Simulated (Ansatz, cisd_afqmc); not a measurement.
Species: SnHF, charge 0, singlet. SnHF (SMILES [F][SnH]).
B3LYP-D3(BJ)/def2-TZVP minimum from Ansatz (an electronic-structure program):
```
Sn
F 1 1.9610
H 1 1.7933 2 93.43
```
Charge 0, spin multiplicity 1.

Atomisation energy term by term, kcal/mol (programs: Ansatz, cisd_afqmc). Open shells are spin-unrestricted; no spin-orbit coupling. Correlated methods leave the cores frozen (noble-gas shells, and filled d and f shells in the p block). Past Kr the def2 sets carry scalar-relativistic core potentials. AFQMC/CISD: phaseless, guided by CISD from CCSD amplitudes; bars are statistical, one sigma. Outlying blocks are dropped, and bars are widened where a walk drifts. Over all cases where full CI ran beside it in this data, AFQMC minus full CI had a median of +0.1 mEh and passed +0.4 mEh in a tenth of the cases. CBS(X,Y): correlation extrapolated as X^-3, Hartree-Fock from the larger set. A bracket is a step between two methods taken in the basis named. Where a partner has so few electrons that a lower coupled-cluster level is exact, that level stands in. Spin-orbit terms, left out, reach several kcal/mol for Br and I, and more for heavier atoms.

```csv
term,basis,kcal/mol
Hartree-Fock,def2-QZVPP,116.82
CCSD correlation,"CBS(def2-TZVPP,def2-QZVPP)",61.92
(T),"CBS(def2-TZVPP,def2-QZVPP)",4.35
CCSDT(Q) - CCSD(T),def2-QZVPP,0.06
CCSDTQ - CCSDT(Q),def2-SVP,-0.06
sum: De,,183.1
```

The step beyond CCSD(T) by other levels: CCSDTQ in def2-SVP 0.45; AFQMC/CISD in def2-SVP 0.80 ± 0.19; CCSDT(Q) in def2-SVP 0.51; CCSDT(Q) in def2-TZVPP 0.13 kcal/mol.
